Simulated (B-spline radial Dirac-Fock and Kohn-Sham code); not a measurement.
Hg⁺: non-radiative channels of the K vacancy

System: Hg⁺ in the configuration [Xe] 4f14 5d10 6s1, inside a Watson sphere of charge -1 and radius 1.8 Å (a model of the Madelung potential; inside it an electron's potential energy is raised by 8.0 eV).

Model: independent-particle rates on relativistic LDA orbitals of the hole state (multipoles up to L = 3, Coulomb Auger matrix elements, transition energies from Dirac-Fock). Program: a radial finite-basis atomic code. Kinetic energies are configuration averages from the vacuum level; the two-hole energies are estimated from single-hole states. The rates lack the Breit term, which in heavy atoms raises K-L1L1 and K-L1L2.

```csv
transition,kinetic energy (eV),width (meV),share (%)
K-L1L1,53147.8,143,8.4
K-L1L2,53794.4,208,12.3
K-L2L2,54357.0,19.3,1.1
K-L1L3,55740.8,163,9.6
K-L2L3,56329.1,374,22.1
K-L3L3,58271.9,142,8.4
K-L1M1,64580.5,57.0,3.4
K-L1M2,64852.7,47.0,2.8
K-L2M1,65212.4,33.7,2.0
K-L1M3,65293.9,37.8,2.2
K-L2M3,65929.0,72.8,4.3
K-L3M1,67140.9,25.8,1.5
K-L3M2,67416.4,65.8,3.9
K-L3M3,67861.2,56.0,3.3
K-L2N3,68259.9,17.1,1.0
K-L3N2,70078.1,15.4,0.9
```

The listed channels hold 87 % of the non-radiative rate. Summed by principal shells, of 1.69 eV in all: KLL 61.9 %, KLM 26.2 %, KLN 6.3 %, KMM 2.6 %, KMN 1.3 %, KLO 1.1 %.

Values without a named source are computed, but for edge energies of neutral atoms, which are taken from tables.
